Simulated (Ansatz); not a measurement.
An input meant for Si₆H₁₂, a cluster cut from the lattice of silicon (charge 0, singlet; atoms displaced at random, 0.03 Å in each coordinate; with a point charge).

```yaml
crystal:
  periodic: [false, false, false]
  atoms:
    - {symbol: Si, position_ang: [-0.690438, -0.620951, 2.051696]}
    - {symbol: Si, position_ang: [2.019703, -0.645114, -0.652276]}
    - {symbol: Si, position_ang: [-0.698372, 2.047799, -0.676916]}
    - {symbol: Si, position_ang: [-2.050620, 0.701739, 0.690448]}
    - {symbol: Si, position_ang: [0.710358, 0.667428, -2.022084]}
    - {symbol: Si, position_ang: [0.656621, -2.028031, 0.637960]}
    - {symbol: H, position_ang: [-1.506114, -1.522753, 2.965466]}
    - {symbol: H, position_ang: [0.196858, 0.232745, 2.865992]}
    - {symbol: h, position_ang: [2.960202, -1.452756, -1.527540]}
    - {symbol: H, position_ang: [2.873074, 0.167815, 0.183879]}
    - {symbol: H, position_ang: [-1.511094, 2.982588, -1.506979]}
    - {symbol: H, position_ang: [0.221337, 2.844916, 0.172100]}
    - {symbol: H, position_ang: [-2.872687, -0.232388, -0.247841]}
    - {symbol: H, position_ang: [-2.963540, 1.534445, 1.461327]}
    - {symbol: H, position_ang: [-0.187442, -0.191611, -2.847522]}
    - {symbol: H, position_ang: [1.523395, 1.513284, -2.966977]}
    - {symbol: H, position_ang: [-0.210970, -2.887414, -0.175401]}
    - {symbol: H, position_ang: [1.484698, -2.960250, 1.495399]}
basis:
  gaussian: {orbitals: "6-31++G**", point_charges: [{charge: 1.00, position_ang: [5.911, 0.343, 0.230]}]}
hamiltonian: {xc: {name: PBE}}
scf: {omitted_lower_state_checks: [starts]}
output: {forces: true}
```

```sh
$ ansatz run in.yaml --threads 4 --pin off --events-out ev --progress --plain --max-ram 4787MiB
```

Output, abridged:

```
Error: YAML parse error: error: line 12 column 16: `h` is not an element symbol (H … Og, case-exact)
10 |     - {symbol: H, position_ang: [-1.506114, -1.522753, 2.965466]}
11 |     - {symbol: H, position_ang: [0.196858, 0.232745, 2.865992]}
12 |     - {symbol: h, position_ang: [2.960202, -1.452756, -1.527540]}
13 |     - {symbol: H, position_ang: [2.873074, 0.167815, 0.183879]}
14 |     - {symbol: H, position_ang: [-1.511094, 2.982588, -1.506979]}
```

Something in this input is off. What?

An element symbol is wrong. The program refused the input.
